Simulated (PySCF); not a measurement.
C4H3S (SMILES [c-]1ccsc1), charge -1, singlet, geometry from GFN2-xTB, with bond 8-5 at 1.6 times its length; SVWN5/pcseg-1 in PySCF.

Here is a job for PySCF.
```python
from pyscf import gto, scf, dft

mol = gto.Mole()
mol.atom = '''
    S    -0.005375   -0.048157    1.218419
    C     0.019862    1.307726   -0.163200
    C    -0.016961   -1.175655   -0.087082
    C     0.017210    0.812955   -1.371054
    C    -0.004057   -0.620932   -1.325629
    H     0.032994    2.305663    0.240934
    H    -0.033413   -2.229529    0.160926
    H    -0.013419   -1.627731   -2.748267
'''
mol.basis = 'pcseg-1'
mol.charge = -1
mol.spin = 0
mol.verbose = 4
mol.build()

mf = dft.RKS(mol)
mf.xc = 'lda,vwn'
mf.DIIS = scf.EDIIS
mf.kernel()
```

Output, abridged:

```
PySCF version 2.14.0

[INPUT] verbose = 4
[INPUT] num. atoms = 8
[INPUT] num. electrons = 44
[INPUT] charge = -1
[INPUT] spin (= nelec alpha-beta = 2S) = 0
[INPUT] symmetry False subgroup None
[INPUT] Mole.unit = angstrom
[INPUT] Symbol           X                Y                Z      unit          X                Y                Z       unit  Magmom
[...]
nuclear repulsion = 186.476593772392
number of shells = 21
number of NR pGTOs = 165
number of NR cGTOs = 89
basis = pcseg-1
ecp = {}

******** <class 'pyscf.dft.rks.RKS'> ********
method = RKS
initial guess = minao
damping factor = 0
level_shift factor = 0
DIIS = <class 'pyscf.scf.diis.EDIIS'>
diis_start_cycle = 1
diis_space = 8
diis_damp = 0
SCF conv_tol = 1e-09
SCF conv_tol_grad = None
SCF max_cycles = 50
direct_scf = True
direct_scf_tol = 1e-13
XC library pyscf.dft.libxc version 7.1.2
    S. Lehtola, C. Steigemann, M. J. T. Oliveira, and M. A. L. Marques,  SoftwareX 7, 1–5 (2018)
XC functionals = lda,vwn
    P. A. M. Dirac,  Math. Proc. Cambridge Philos. Soc. 26, 376 (1930)
    F. Bloch,  Z. Phys. 57, 545 (1929)
    S. H. Vosko, L. Wilk, and M. Nusair,  Can. J. Phys. 58, 1200 (1980)
radial grids:
    Treutler-Ahlrichs [JCP 102, 346 (1995); DOI:10.1063/1.469408] (M4) radial grids

becke partition: Becke, JCP 88, 2547 (1988); DOI:10.1063/1.454033
pruning grids: <function nwchem_prune>
grids dens level: 3
symmetrized grids: False
atomic radii adjust function: <function treutler_atomic_radii_adjust>
small_rho_cutoff = 0
Set gradient conv threshold to 3.16228e-05
Initial guess from minao.
tot grids = 104776
init E= -549.924543510939
[...]
cycle= 1 E= -549.306784571467  delta_E= 0.618  |g|= 0.685  |ddm|=  3.4
[...]
cycle= 2 E= -548.003544055971  delta_E=  1.3  |g|= 1.76  |ddm|= 5.81
[...]
cycle= 3 E= -548.752772131837  delta_E= -0.749  |g|= 1.52  |ddm|= 6.15
[...]
cycle= 4 E= -549.238267168726  delta_E= -0.485  |g|= 0.792  |ddm|= 1.93
[...]
cycle= 5 E= -549.2382671684  delta_E= 3.26e-10  |g|= 0.792  |ddm|= 2.81e-09
[...]
cycle= 6 E= -549.238267181522  delta_E= -1.31e-08  |g|= 0.792  |ddm|= 1.13e-07
[...]
cycle= 7 E= -549.238267170361  delta_E= 1.12e-08  |g|= 0.792  |ddm|= 9.65e-08
[...]
cycle= 8 E= -549.238267166903  delta_E= 3.46e-09  |g|= 0.792  |ddm|= 2.99e-08
[...]
cycle= 9 E= -549.238267168325  delta_E= -1.42e-09  |g|= 0.792  |ddm|= 1.23e-08
[...]
cycle= 10 E= -549.238267168121  delta_E= 2.04e-10  |g|= 0.792  |ddm|= 1.77e-09
[...]
[...]
[...]
cycle= 22 E= -545.129532149644  delta_E= -1.24  |g|= 3.54  |ddm|=   10
[...]
cycle= 23 E= -547.815378850724  delta_E= -2.69  |g|= 1.92  |ddm|= 7.12
[...]
cycle= 24 E= -547.815378859567  delta_E= -8.84e-09  |g|= 1.92  |ddm|= 4.39e-08
[...]
cycle= 25 E= -547.81537885807  delta_E= 1.5e-09  |g|= 1.92  |ddm|= 1.03e-08
[...]
cycle= 26 E= -547.815378857709  delta_E= 3.61e-10  |g|= 1.92  |ddm|= 1.68e-09
[...]
cycle= 27 E= -547.815378858457  delta_E= -7.48e-10  |g|= 1.92  |ddm|= 5.9e-09
[...]
cycle= 28 E= -547.815378823535  delta_E= 3.49e-08  |g|= 1.92  |ddm|= 7.59e-08
[...]
cycle= 29 E= -547.244724486623  delta_E= 0.571  |g|= 2.27  |ddm|= 1.27
[...]
cycle= 30 E= -531.551972125813  delta_E= 15.7  |g|= 6.89  |ddm|= 33.9
[...]
cycle= 31 E= -527.128434230091  delta_E= 4.42  |g|=  6.7  |ddm|= 38.4
[...]
cycle= 32 E= -544.906824344755  delta_E= -17.8  |g|= 2.94  |ddm|= 20.6
[...]
cycle= 33 E= -544.906824343552  delta_E= 1.2e-09  |g|= 2.94  |ddm|= 1.14e-08
[...]
cycle= 34 E= -544.90682434896  delta_E= -5.41e-09  |g|= 2.94  |ddm|= 5.14e-08
[...]
cycle= 35 E= -544.906824280854  delta_E= 6.81e-08  |g|= 2.94  |ddm|= 6.48e-07
[...]
cycle= 36 E= -544.906824347756  delta_E= -6.69e-08  |g|= 2.94  |ddm|= 6.36e-07
[...]
cycle= 37 E= -544.906824381824  delta_E= -3.41e-08  |g|= 2.94  |ddm|= 3.24e-07
[...]
cycle= 38 E= -544.906824375954  delta_E= 5.87e-09  |g|= 2.94  |ddm|= 5.58e-08

WARN: HOMO 0.0155157072442 == LUMO 0.0157324232590111

cycle= 39 E= -518.446231795001  delta_E= 26.5  |g|= 8.24  |ddm|= 25.5
[...]
cycle= 40 E= -508.68427453298  delta_E= 9.76  |g|= 8.44  |ddm|= 38.6
[...]
cycle= 41 E= -539.688561013719  delta_E=  -31  |g|= 4.65  |ddm|=   32
[...]
cycle= 42 E= -539.688560950009  delta_E= 6.37e-08  |g|= 4.65  |ddm|= 5.68e-07
[...]
cycle= 43 E= -539.688561256482  delta_E= -3.06e-07  |g|= 4.65  |ddm|= 2.73e-06
[...]
cycle= 44 E= -539.68856103564  delta_E= 2.21e-07  |g|= 4.65  |ddm|= 1.97e-06
[...]
cycle= 45 E= -539.688560935217  delta_E= 1e-07  |g|= 4.65  |ddm|= 8.95e-07
[...]
cycle= 46 E= -539.688560816155  delta_E= 1.19e-07  |g|= 4.65  |ddm|= 1.06e-06
[...]
cycle= 47 E= -539.688561013472  delta_E= -1.97e-07  |g|= 4.65  |ddm|= 1.76e-06
[...]
cycle= 48 E= -498.789386337374  delta_E= 40.9  |g|= 8.48  |ddm|= 25.9
[...]
cycle= 49 E= -499.547098681819  delta_E= -0.758  |g|=  9.3  |ddm|= 43.6
[...]
cycle= 50 E= -535.185587776922  delta_E= -35.6  |g|= 5.51  |ddm|= 40.5
SCF not converged.
SCF energy = -535.185587776922
```

Convergence was not reached.
